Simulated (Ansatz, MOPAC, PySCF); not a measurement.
Donor–acceptor adduct: BF3 (SMILES FB(F)F) (first 4 atoms) with NH3 (SMILES N); geometry from B3LYP-D3(BJ)/def2-TZVP, rigid monomers moved along the line of their centres of mass till B2···N5 is 1.52 Å.
(charge 0, multiplicity 1):
```xyz
8

F     -1.128    -0.835     0.693
B     -0.007    -0.090     0.962
F      0.003     1.149     0.371
F      1.173    -0.781     0.849
N     -0.115     0.213     2.450
H     -0.971     0.727     2.642
H     -0.126    -0.652     2.984
H      0.677     0.774     2.751
```

Interaction energies are E(AB) − E(A) − E(B) at the monomers' geometry in the complex; basis-set methods are counterpoise corrected.

Rows in 6-31G* carry no dispersion term and start afresh at each structure (6-31G* with six Cartesian d functions). The state that AM1 reach isn't checked.

Programs: Ansatz (Gaussian basis) for Hartree–Fock, density functionals and correlated methods; MOPAC for AM1 (differences of heats of formation); PySCF for 6-31G* rows. 

One of these levels gives -22.94 kcal/mol for the interaction energy. Which one is it?
(A) HF/6-31G*
(B) AM1
(C) PBE/def2-TZVPPD

B, AM1. The others give -39.32 (HF/6-31G*), -35.30 (PBE/def2-TZVPPD)

Ansatz is a program for electronic structure.
